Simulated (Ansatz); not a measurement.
C2HNO, SMILES `N=C=C=O` (charge 0, multiplicity 1).

Calculation: frozen-core CCSD(T)/6-31g // PBE0-D3(BJ)/def2-TZVP (Ansatz, a quantum-chemistry and plane-wave program).

Ansatz 0.2 input:
```yaml
crystal:
  periodic: [false, false, false]
  atoms:
    - { symbol: N, position_ang: [-1.258385, 0.00291, 0.582289] }
    - { symbol: C, position_ang: [-0.090153, 0.289595, 0.264658] }
    - { symbol: C, position_ang: [0.977662, 0.119476, -0.523701] }
    - { symbol: O, position_ang: [2.061027, 0.304214, -0.911566] }
    - { symbol: H, position_ang: [-1.690154, -0.716194, -0.007024] }
basis:
  gaussian: { orbitals: "6-31g" }
correlation:
  method: ccsd_t
```

Output:

```
Functional definition: HF
494 factors; integrals over basis functions are off by at most 2.2e-4 eV
mean field evaluation 1: about -5586.3315 eV, gradient 3.4e1 eV
mean field evaluation 2: about -5586.3498 eV, gradient 3.4e1 eV
mean field evaluation 4: about -5589.0974 eV, gradient 3.7e0 eV
mean field evaluation 8: about -5589.1700 eV, gradient 2.8e-1 eV
mean field evaluation 16: about -5587.5207 eV, gradient 2.9e1 eV
mean field evaluation 32: about -5585.6959 eV, gradient 5.3e-1 eV
mean field evaluation 64: about -5585.6907 eV, gradient 4.6e-3 eV
mean field -5589.17052499 eV, -205.3982283174 hartree, gradient 2.5e-6 eV, S^2 0.000000; 2 other end points of the search recorded, 0 dependent functions left out; unrestricted orbitals would lower it
determinant -5589.17052499 eV, -205.3982283174 hartree, with singles and doubles -5600.84818507 eV, -205.8273744099 hartree
determinant -5585.69073527 eV, -205.2703484039 hartree, with singles and doubles -5597.53405798 eV, -205.7055824860 hartree
4 core orbitals not correlated
reference -5589.17052499 eV, -205.3982283174 hartree; 10, 10 occupied and 24, 24 virtual orbitals, 494 factors
second order -11.45970646 eV of doubles, -0.00000000 eV of singles
cycle   1  -11.67884652 eV  change   -1.2e-3 eV  update   1.1e-3
cycle   2  -11.67851403 eV  change    3.3e-4 eV  update   7.1e-4
cycle   3  -11.67875630 eV  change   -2.4e-4 eV  update   4.2e-4
cycle   4  -11.67908345 eV  change   -3.3e-4 eV  update   7.0e-5
cycle   5  -11.67934390 eV  change   -2.6e-4 eV  update   3.4e-5
cycle   6  -11.67931023 eV  change    3.4e-5 eV  update   8.4e-6
cycle   7  -11.67931516 eV  change   -4.9e-6 eV  update   4.8e-6
perturbative correction -0.51029722 eV, -0.0187530771 hartree
Total energy: -5601.36013737 eV, -205.8461883101 hartree
```
